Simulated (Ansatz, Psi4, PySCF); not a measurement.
CsF, singlet, at a GFN2-xTB geometry (such geometries of metal compounds can be far from the true shape) (core potentials on Cs). Base run: REVPBE/def2-TZVP (PySCF).

Input for PySCF:
```python
from pyscf import gto, scf, dft

mol = gto.Mole()
mol.atom = '''
    Cs   -0.000000   -0.000000   -0.324136
    F     0.000000    0.000000    1.980834
'''
mol.basis = 'def2-tzvp'
mol.ecp = {'Cs': 'def2-tzvp'}
mol.charge = 0
mol.spin = 0
mol.verbose = 4
mol.build()

mf = dft.RKS(mol)
mf.xc = 'revpbe'
mf.kernel()
```

The same geometry, method and basis name were run in Ansatz (a first-principles code) and Psi4 and PySCF, at each program's defaults and at the settings that a row names. The base is PySCF at its defaults. Differences at the defaults can come from grids, fitting, cores and function types together.

| code and settings | ΔE vs base (µEh) | basis functions | E (Eh) | SCF cycles | dipole (D) |
|---|---|---|---|---|---|
| PySCF, defaults (exact integrals, its default grid, spherical functions) | 0.0 | 60 | -120.09269 | 11 | 6.95 |
| Psi4, defaults (density fitting with its default set, its default grid, spherical functions) | 21.3 | 60 | -120.09267 | 8 | 6.95 |
| Ansatz, defaults (factorised integrals, its default grid, spherical functions) | 42.6 | 60 | -120.09265 | - | - |
| PySCF, density fitting with def2-universal-jkfit | -19.0 | 60 | -120.09271 | 11 | 6.95 |
| PySCF, fine grid | 47.3 | 60 | -120.09264 | 11 | 6.95 |
| Psi4, exact integrals, spherical functions, fine grid | 46.1 | 60 | -120.09264 | 10 | 6.95 |
| Ansatz, high accuracy | 43.0 | 60 | -120.09264 | - | - |
